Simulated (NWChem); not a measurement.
System: AlGeH$_{5}$O; SMILES [OH][AlH][GeH3]

Here is an NWChem input.

```
start job
memory heap 200 mb stack 900 mb global 1100 mb
geometry units angstroms noautoz
  Al    -0.419725     1.211152    -0.003460
  Ge     0.148859    -1.187192    -0.008964
  H     -0.661538    -1.961925    -1.071884
  H      1.642020    -1.449954    -0.286222
  H     -0.185582    -1.845914     1.348514
  H     -1.900949     1.796491     0.004256
  O      0.895554     2.299476     0.001307
  H      0.828676     3.256366     0.010000
end
basis spherical
  Al library def2-svp
  Ge library def2-svp
  H library def2-svp
  O library def2-svp
end
dft
  xc r2scan
  grid fine
  iterations 150
  mulliken
end
task dft gradient
```

NWChem printed, in part:

```
             Northwest Computational Chemistry Package (NWChem) 7.3.0
             --------------------------------------------------------

 C1  symmetry detected

                             Geometry "geometry" -> ""
                             -------------------------

 Output coordinates in angstroms (scale by  1.889725989 to convert to a.u.)

  No.       Tag          Charge          X              Y              Z
 ---- ---------------- ---------- -------------- -------------- --------------
    1 Al                  13.0000    -0.56501420     1.26454869    -0.00124538
    2 Ge                  32.0000     0.07582691    -1.11551308    -0.00045039
    3 H                    1.0000    -0.71125098    -1.91733370    -1.06080200
    4 H                    1.0000     1.57612570    -1.33377400    -0.27777932
    5 H                    1.0000    -0.23793338    -1.78028672     1.35901364
    6 H                    1.0000    -2.06325641     1.80485286     0.00564831
    7 O                    8.0000     0.71675733     2.39215292    -0.00017474
    8 H                    1.0000     0.62097998     3.34660369     0.00591986

 Effective nuclear repulsion energy (a.u.)     224.5567967949

                                 NWChem DFT Module
                                 -----------------

 Summary of "ao basis" -> "ao basis" (spherical)
 ------------------------------------------------------------------------------
       Tag                 Description            Shells   Functions and Types
 ---------------- ------------------------------  ------  ---------------------
 Al                         def2-svp                 8       18   4s3p1d
 Ge                         def2-svp                12       32   5s4p3d
 H                          def2-svp                 3        5   2s1p
 O                          def2-svp                 6       14   3s2p1d

            General Information
            -------------------
          SCF calculation type: DFT
          Wavefunction type:  closed shell.
          No. of atoms     :     8
          No. of electrons :    58
           Alpha electrons :    29
            Beta electrons :    29
          Charge           :     0
          Spin multiplicity:     1
          Use of symmetry is: off; symmetry adaption is: off
          Maximum number of iterations: 150
          AO basis - number of functions:    89
                     number of shells:    41
          Convergence on energy requested:  1.00D-06
          Convergence on density requested:  1.00D-05
          Convergence on gradient requested:  5.00D-04

              XC Information
              --------------
                      r^2SCAN Method XC Functional
               r^2SCAN metaGGA Exchange Functional  1.000
                     r^2SCAN Correlation Potential  1.000

             Grid Information
             ----------------
          Grid used for XC integration:  fine
          Radial quadrature: Mura-Knowles
          Angular quadrature: Lebedev.
          Tag              B.-S. Rad. Rad. Pts. Rad. Cut. Ang. Pts.
          ---              ---------- --------- --------- ---------
          Al                  1.25      123          10.0       770
          Ge                  1.25      140          12.0       974
          H                   0.35       60          13.0       590
          O                   0.60       70          12.0       590
          Grid pruning is: on
          Number of quadrature shells:   633
          Spatial weights used:  Erf1

      Superposition of Atomic Density Guess
      -------------------------------------

 Sum of atomic energies:       -2394.02245649

      Non-variational initial energy
      ------------------------------

 Total energy =   -2394.705718
 1-e energy   =   -3783.930283
 2-e energy   =    1164.667768
 HOMO         =      -0.288401
 LUMO         =      -0.005896

     ---------------------------------------------
      Total Density - Mulliken Population Analysis
     ---------------------------------------------

    Atom       Charge   Shell Charges
 -----------   ------   -------------------------------------------------------
    1 Al  13    12.04   2.00  1.99  0.91  0.19  5.93  0.56  0.32  0.13
    2 Ge  32    31.99   2.00  2.00  2.00  1.09  0.30  6.00  5.98  1.28  1.31  8.12  1.81  0.11
    3 H    1     1.06   0.67  0.38  0.01
    4 H    1     1.07   0.68  0.38  0.01
    5 H    1     1.06   0.67  0.38  0.01
    6 H    1     1.22   0.70  0.51  0.01
    7 O    8     8.90   1.99  1.11  0.64  3.16  2.00  0.00
    8 H    1     0.65   0.52  0.07  0.06

   convergence    iter        energy       DeltaE   RMS-Dens  Diis-err
 ---------------- ----- ----------------- --------- --------- ---------
 d= 0,ls=0.0,diis     1  -2397.1531074293 -2.62D+03  2.28D-02  6.69D-01
 d= 0,ls=0.0,diis     2  -2396.7968628546  3.56D-01  1.72D-02  3.80D+00
 d= 0,ls=0.0,diis     3  -2397.2304740210 -4.34D-01  1.87D-03  3.50D-02
 d= 0,ls=0.0,diis     4  -2397.2341169443 -3.64D-03  4.72D-04  2.40D-03
 d= 0,ls=0.0,diis     5  -2397.2343388683 -2.22D-04  6.67D-05  6.61D-05
  Resetting Diis
 d= 0,ls=0.0,diis     6  -2397.2343447913 -5.92D-06  2.17D-05  3.96D-06
 d= 0,ls=0.0,diis     7  -2397.2343451893 -3.98D-07  1.38D-05  3.11D-07
 d= 0,ls=0.0,diis     8  -2397.2343451688  2.05D-08  6.74D-06  6.37D-07

         Total DFT energy =    -2397.234345168756
      One electron energy =    -3786.645784351336
           Coulomb energy =     1272.962213338605
    Exchange-Corr. energy =     -108.107570950891
 Nuclear repulsion energy =      224.556796794865

 Numeric. integr. density =       57.999999708483

                       DFT Final Molecular Orbital Analysis
                       ------------------------------------

 Vector   27  Occ=2.000000D+00  E=-2.922313D-01
              MO Center=  2.2D-01,  1.7D+00,  6.4D-03, r^2= 3.1D+00
   Bfn.  Coefficient  Atom+Function         Bfn.  Coefficient  Atom+Function
  ----- ------------  ---------------      ----- ------------  ---------------
    74      0.511436  7 O  px                77      0.361699  7 O  px
    12     -0.176554  1 Al py                67      0.169891  6 H  s
    66      0.151104  6 H  s                 31      0.146692  2 Ge py
     9     -0.144372  1 Al py                 4      0.116760  1 Al s
    23     -0.112206  2 Ge s                  3      0.104268  1 Al s

 Vector   28  Occ=2.000000D+00  E=-2.915322D-01
              MO Center=  5.9D-01,  2.2D+00,  4.7D-03, r^2= 1.6D+00
   Bfn.  Coefficient  Atom+Function         Bfn.  Coefficient  Atom+Function
  ----- ------------  ---------------      ----- ------------  ---------------
    76      0.582542  7 O  pz                79      0.443652  7 O  pz
    13      0.131429  1 Al pz                10      0.099530  1 Al pz
    61     -0.076161  5 H  s                 35     -0.068374  2 Ge pz
    32     -0.063314  2 Ge pz                 7     -0.062914  1 Al pz
    51      0.062839  3 H  s                 17     -0.043945  1 Al d  1

 Vector   29  Occ=2.000000D+00  E=-2.466672D-01
              MO Center= -4.9D-01,  2.4D-01, -1.2D-04, r^2= 4.2D+00
   Bfn.  Coefficient  Atom+Function         Bfn.  Coefficient  Atom+Function
  ----- ------------  ---------------      ----- ------------  ---------------
    31      0.308415  2 Ge py                34      0.278788  2 Ge py
    66     -0.260179  6 H  s                 67     -0.243327  6 H  s
    23      0.192366  2 Ge s                  9     -0.188381  1 Al py
    28     -0.176349  2 Ge py                 3      0.166094  1 Al s
     8      0.138676  1 Al px                74     -0.130095  7 O  px

 Vector   30  Occ=0.000000D+00  E=-6.415953D-02
              MO Center= -4.7D-01,  8.4D-01, -1.1D-02, r^2= 4.2D+00
   Bfn.  Coefficient  Atom+Function         Bfn.  Coefficient  Atom+Function
  ----- ------------  ---------------      ----- ------------  ---------------
    13      0.633401  1 Al pz                10      0.348429  1 Al pz
    62     -0.297654  5 H  s                 35      0.260007  2 Ge pz
    52      0.227106  3 H  s                 76     -0.205737  7 O  pz
    79     -0.203917  7 O  pz                 7     -0.179348  1 Al pz
    61     -0.130459  5 H  s                 51      0.101424  3 H  s

 Vector   31  Occ=0.000000D+00  E=-8.707060D-03
              MO Center= -1.3D-01,  7.2D-01,  2.4D-02, r^2= 5.7D+00
   Bfn.  Coefficient  Atom+Function         Bfn.  Coefficient  Atom+Function
  ----- ------------  ---------------      ----- ------------  ---------------
     4      0.638107  1 Al s                 33      0.598954  2 Ge px
    57     -0.457001  4 H  s                 73     -0.441921  7 O  s
    52      0.433874  3 H  s                 12      0.340768  1 Al py
    11      0.296125  1 Al px                62      0.271618  5 H  s
    22     -0.254377  2 Ge s                 67     -0.191336  6 H  s

[...]

                         DFT ENERGY GRADIENTS

    atom               coordinates                        gradient
                 x          y          z           x          y          z
   1 Al     -1.067722   2.389651  -0.002353    0.000393   0.001640  -0.000010
   2 Ge      0.143292  -2.108014  -0.000851    0.000355  -0.001332   0.000046
   3 H      -1.344069  -3.623235  -2.004625   -0.000752  -0.000211  -0.000946
   4 H       2.978446  -2.520467  -0.524927    0.001063   0.000246  -0.000261
   5 H      -0.449629  -3.364254   2.568163   -0.000350  -0.000078   0.001163
   6 H      -3.898989   3.410677   0.010674   -0.000046   0.000150  -0.000010
   7 O       1.354475   4.520514  -0.000330   -0.000795   0.002336   0.000036
   8 H       1.173482   6.324164   0.011187    0.000131  -0.002751  -0.000019
```

Level: r2SCAN/def2-SVP. The geometry was optimised at PBE0/def2-SVP.
